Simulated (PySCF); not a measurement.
Molecule: SMILES C#C[C@@H]1CC[C@H]1C#C, C$_{8}$H$_{8}$.

Geometry (Å), atoms numbered from 1 in this order:
```xyz
16

C    -2.369    1.544   -1.490
C    -1.517    0.755   -1.193
C    -0.499   -0.170   -0.771
C    -0.907   -1.209    0.296
C     0.330   -0.839    1.124
C     0.560    0.394    0.222
C     1.888    0.567   -0.306
C     2.988    0.660   -0.770
H    -3.112    2.226   -1.776
H    -0.026   -0.629   -1.643
H    -1.842   -0.945    0.788
H    -0.965   -2.239   -0.049
H     0.157   -0.625    2.176
H     1.135   -1.567    1.037
H     0.218    1.321    0.688
H     3.954    0.765   -1.164
```

Frames of a GFN2-xTB Langevin trajectory at 300 K; GIAO PBE0/pcSseg-1 shieldings in PySCF, gas phase, non-relativistic; equivalent atoms averaged within each frame.

δ = σ(ref) − σ, references computed at the same level: ¹³C (σref 186.93) and ¹H (σref 31.72) against TMS. The references are static minima.

Q: How do the shifts (ppm) fluctuate along the trajectory?

A: 
```
         time (fs)  C2/C7  C1/C8  C4/C5  C3/C6  H10/H15  H12/H13  H11/H14  H9/H16
               250   99.1   82.1   35.0   34.6     3.83     3.23     2.84    1.70
               425   97.7   83.7   32.6   34.7     2.54     2.87     2.34    2.61
               625   95.3   82.9   27.7   41.3     3.80     2.76     2.28    1.81
               800   95.7   81.9   33.2   32.4     3.42     3.28     3.34    2.63
              1000   96.7   81.7   34.3   40.6     3.46     3.33     2.74    2.02
    mean of frames   96.9   82.4   32.5   36.7     3.41     3.09     2.71    2.16
standard deviation    1.6    0.8    2.9    4.0     0.52     0.26     0.43    0.44
```

5 frames give an uncertainty of the mean of about the standard deviation over 2.2 at best, since frames this close in time may not be independent; classical motion lacks zero-point vibration, and the reference would need the same averaging.
